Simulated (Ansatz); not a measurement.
Two isomers of C2H6AlN: A = `[NH2][Al]1[CH2][CH2]1`, B = `C[CH]1[NH][AlH]1`.

Isolated molecules relaxed with PBE0-D4/def2-TZVP in Ansatz; ΔE leaves out vibrations. CBS: MP2 limit from def2 TZ/QZ plus the TZ coupled-cluster correction, frozen cores. Functionals use def2-TZVPP. One conformer a species, not always the lowest.

**Question.** Which is lower in electronic energy at CCSD(T)/CBS, and by how much? (An estimate is asked.)

**Answer.** Ansatz gave: A, by 16.9 kcal/mol.

**Question.** Give E(B) − E(A) in kcal/mol with PBE-D4, r2SCAN-D4, CCSD(T)/def2-TZVPP, HF/def2-TZVPP, CCSD/def2-TZVPP, CCSD(T)/def2-SVP, LDA (SPW92). (Estimate.)

**Answer.** Computed: PBE-D4 15.1, r2SCAN-D4 17.0, CCSD(T)/def2-TZVPP 16.7, HF/def2-TZVPP 17.4, CCSD/def2-TZVPP 17.2, CCSD(T)/def2-SVP 12.3, LDA (SPW92) 14.4. None reverses the order clearly.

**Question.** Does the order hold for the free energy at 298.15 K (harmonic terms from PBE0-D4)? (Best estimate.)

**Answer.** The calculation gave: Yes: G(B) − G(A) = +16.2 kcal/mol, for one conformer each.

Largest T1 diagnostic: 0.014.

Leaving LDA and LC-ωPBE aside and taking each functional with its dispersion term where it has one, the values, not all of them listed here, spread over 3.7 kcal/mol, from revPBE-D4 to r2SCAN0-D4. LDA lies −1.2 kcal/mol from PBE without D4. From BLYP to BHLYP (50 % exact exchange), in def2-TZVPP and without D4, E(B) − E(A) moves by +1.7 kcal/mol.
